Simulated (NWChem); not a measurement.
All runs are NWChem calculations. System: Al2, charge 0, spin multiplicity 3, at a geometry optimised with UPBE0/def2-SVP. The structure started from a generated list of species. Its SCF solution wasn't tested for a lower state. Level: ROCCSD(T)/def2-TZVP, 10 core orbitals frozen.

The NWChem input:

```
start mol
memory heap 100 mb stack 700 mb global 1900 mb
geometry units angstroms nocenter noautoz
  Al     0.000000     0.000000     1.241108
  Al     0.000000     0.000000    -1.241108
  symmetry group D2h
end
basis spherical
  * library def2-tzvp
end
scf
  rohf
  nopen 2
  maxiter 100
  thresh 1e-7
  semidirect memsize 60000000 filesize 0
  # guess.movecs holds the orbitals of an unrestricted PBE0 run
  vectors input guess.movecs output mol.movecs
end
tce
  freeze core 10
  ccsd(t)
  2eorb
  2emet 13
  thresh 1e-6
  maxiter 100
  tilesize 24
end
task tce energy
```

Output (cleaned and shortened):

```
             Northwest Computational Chemistry Package (NWChem) 7.3.0
             --------------------------------------------------------

                                NWChem Input Module
                                -------------------

 Scaling coordinates for geometry "geometry" by  1.889725989
 (inverse scale =  0.529177249)

 Turning off AUTOSYM since
 SYMMETRY directive was detected!

                             Geometry "geometry" -> ""
                             -------------------------

 Output coordinates in angstroms (scale by  1.889725989 to convert to a.u.)

  No.       Tag          Charge          X              Y              Z
 ---- ---------------- ---------- -------------- -------------- --------------
    1 Al                  13.0000     0.00000000     0.00000000     1.24110800
    2 Al                  13.0000     0.00000000     0.00000000    -1.24110800

 Effective nuclear repulsion energy (a.u.)      36.0286756193

            Nuclear Dipole moment (a.u.)
            ----------------------------
        X                 Y               Z
 ---------------- ---------------- ----------------
     0.0000000000     0.0000000000     0.0000000000

      Symmetry information
      --------------------

 Group name             D2h
 Group number             26
 Group order               8
 No. of unique centers     1

      Symmetry unique atoms

     1


 Summary of "ao basis" -> "" (spherical)
 ------------------------------------------------------------------------------
       Tag                 Description            Shells   Functions and Types
 ---------------- ------------------------------  ------  ---------------------
 *                         def2-tzvp                  on all atoms

 Summary of "ao basis" -> "ao basis" (spherical)
 ------------------------------------------------------------------------------
       Tag                 Description            Shells   Functions and Types
 ---------------- ------------------------------  ------  ---------------------
 Al                        def2-tzvp                13       37   5s5p2d1f

                                 NWChem SCF Module
                                 -----------------

  ao basis        = "ao basis"
  functions       =    74
  atoms           =     2
  closed shells   =    12
  open shells     =     2
  charge          =   0.00
  wavefunction    = ROHF
  use symmetry    = T
  symmetry adapt  = T

 Summary of "ao basis" -> "ao basis" (spherical)
 ------------------------------------------------------------------------------
       Tag                 Description            Shells   Functions and Types
 ---------------- ------------------------------  ------  ---------------------
 Al                        def2-tzvp                13       37   5s5p2d1f

      Symmetry analysis of basis
      --------------------------

        ag         16
        au          3
        b1g         3
        b1u        16
        b2g         9
        b2u         9
        b3g         9
        b3u         9

 Forming initial guess at       0.0s

      Symmetry analysis of molecular orbitals - initial
      -------------------------------------------------

  Numbering of irreducible representations:

     1 ag          2 au          3 b1g         4 b1u         5 b2g
     6 b2u         7 b3g         8 b3u

  Orbital symmetries:

     1 b1u         2 ag          3 ag          4 b1u         5 ag
     6 b3u         7 b2u         8 b3g         9 b2g        10 b1u
[...]
 moments of inertia (a.u.)
 ------------------
         296.833936193260           0.000000000000           0.000000000000
           0.000000000000         296.833936193260           0.000000000000
           0.000000000000           0.000000000000           0.000000000000

  Mulliken analysis of the total density
  --------------------------------------

    Atom       Charge   Shell Charges
 -----------   ------   -------------------------------------------------------
    1 Al  13    13.00   2.00  0.66  1.31  1.14  0.70  2.90  2.28  0.81  0.50  0.60  0.02  0.06  0.01
    2 Al  13    13.00   2.00  0.66  1.31  1.14  0.70  2.90  2.28  0.81  0.50  0.60  0.02  0.06  0.01

 Mulliken analysis of the open-shell density
 -------------------------------------------

    Atom       Charge   Shell Charges
 -----------   ------   -------------------------------------------------------
    1 Al  13     1.00   0.00  0.00  0.00  0.00 -0.00  0.01  0.00 -0.00  0.39  0.53  0.01  0.05  0.00
    2 Al  13     1.00   0.00  0.00  0.00  0.00 -0.00  0.01  0.00 -0.00  0.39  0.53  0.01  0.05  0.00

       Multipole analysis of the density wrt the origin
       ------------------------------------------------

     L   x y z        total         open         nuclear
     -   - - -        -----         ----         -------
     0   0 0 0     -0.000000     -2.000000     26.000000

     1   1 0 0     -0.000000     -0.000000      0.000000
     1   0 1 0     -0.000000      0.000000      0.000000
     1   0 0 1      0.000000      0.000000      0.000000

     2   2 0 0    -22.755093    -10.380816      0.000000
     2   1 1 0      0.000000     -0.000000      0.000000
     2   1 0 1      0.000000      0.000000      0.000000
     2   0 2 0    -22.755093    -10.380816      0.000000
     2   0 1 1      0.000000      0.000000      0.000000
     2   0 0 2    -15.426391    -10.225283    143.017825

                   NWChem Extensible Many-Electron Theory Module
                   ---------------------------------------------


            General Information
            -------------------
      Number of processors :     1
         Wavefunction type : Restricted open-shell Hartree-Fock
          No. of electrons :    26
           Alpha electrons :    14
            Beta electrons :    12
           No. of orbitals :   148
            Alpha orbitals :    74
             Beta orbitals :    74
        Alpha frozen cores :    10
         Beta frozen cores :    10
     Alpha frozen virtuals :     0
      Beta frozen virtuals :     0
         Spin multiplicity : triplet
    Number of AO functions :    74
       Number of AO shells :    26
        Use of symmetry is : on
      Symmetry adaption is : on
         Schwarz screening : 0.10D-09

          Correlation Information
          -----------------------
          Calculation type : Coupled-cluster singles & doubles w/ perturbation
   Perturbative correction : (T)
            Max iterations :      100
        Residual threshold : 0.10D-05
     T(0) DIIS level shift : 0.00D+00
     L(0) DIIS level shift : 0.00D+00
     T(1) DIIS level shift : 0.00D+00
     L(1) DIIS level shift : 0.00D+00
     T(R) DIIS level shift : 0.00D+00
     T(I) DIIS level shift : 0.00D+00
   CC-T/L Amplitude update :  5-th order DIIS
                I/O scheme : Global Array Library
        L-threshold :  0.10D-05
        EOM-threshold :  0.10D-05
 no EOMCCSD initial starts read in
 TCE RESTART OPTIONS
 SLICE:      F
 D4D5:       F
 quantumc:   F
 qrotation:  F
 pwtce:      F
 qducc:      F
 nacto:                         0
 nrotv:                         0
 nrot:                          0

            Memory Information
            ------------------
          Available GA space size is     249025848 doubles
          Available MA space size is     104852804 doubles

 Maximum block size supplied by input
 Maximum block size        24 doubles

 tile_dim =     12

 -------------------------------------------------

 Global array virtual files algorithm will be used

 Parallel file system coherency ......... OK

 4-electron integrals stored in orbital form

 v2    file size   =           470546
 4-index algorithm nr.  13 is used
 imaxsize =       30
 imaxsize ichop =        0


CCSD iterations
 ---------------------------------------------------------
 Iter          Residuum       Correlation     Cpu    Wall
 ---------------------------------------------------------
    1   0.0741391915664  -0.1176277745215     0.2     0.2
    2   0.0258624396393  -0.1239504696084     0.2     0.2
    3   0.0113885645625  -0.1280861057166     0.2     0.2
    4   0.0057301393924  -0.1289133220193     0.2     0.2
    5   0.0029846031248  -0.1295349985794     0.2     0.2
    6   0.0010198066257  -0.1299153607358     0.2     0.2
    7   0.0005931759240  -0.1299866091006     0.2     0.2
    8   0.0003611907095  -0.1299928818291     0.2     0.2
    9   0.0002482529188  -0.1299969107097     0.2     0.2
   10   0.0001634317449  -0.1300024666118     0.2     0.2
   11   0.0000212874583  -0.1300117897215     0.2     0.2
   12   0.0000096492750  -0.1300122057427     0.2     0.2
   13   0.0000057528361  -0.1300131371599     0.2     0.2
   14   0.0000036595997  -0.1300132065642     0.2     0.2
   15   0.0000024294992  -0.1300133430680     0.2     0.2
   16   0.0000006476557  -0.1300133819106     0.2     0.2
 -----------------------------------------------------------------
 Iterations converged
 CCSD correlation energy / hartree =        -0.130013381910578
 CCSD total energy / hartree       =      -483.890269934333219

 Singles contributions

 Doubles contributions
    15ag  (alpha)    15ag  (beta ) ---    12b1u (alpha)    12b1u (beta )       -0.1410893693
 CCSD(T)
 Using plain CCSD(T) code
             total no. of tasks         1960
 total no. of tasks / no. procs         1960
                         wl_min            3           1.2
                         wl_max         1728           3.5
        thresh for no. of tasks         1960

 CCSD[T]  correction energy / hartree =        -0.010739932485177
 CCSD[T] correlation energy / hartree =        -0.140753314395755
 CCSD[T] total energy / hartree       =      -483.901009866818413
 CCSD(T)  correction energy / hartree =        -0.010526490091667
 CCSD(T) correlation energy / hartree =        -0.140539872002246
 CCSD(T) total energy / hartree       =      -483.900796424424868

 Task  times  cpu:        8.3s     wall:        8.3s

 Total times  cpu:        8.3s     wall:        8.3s
```
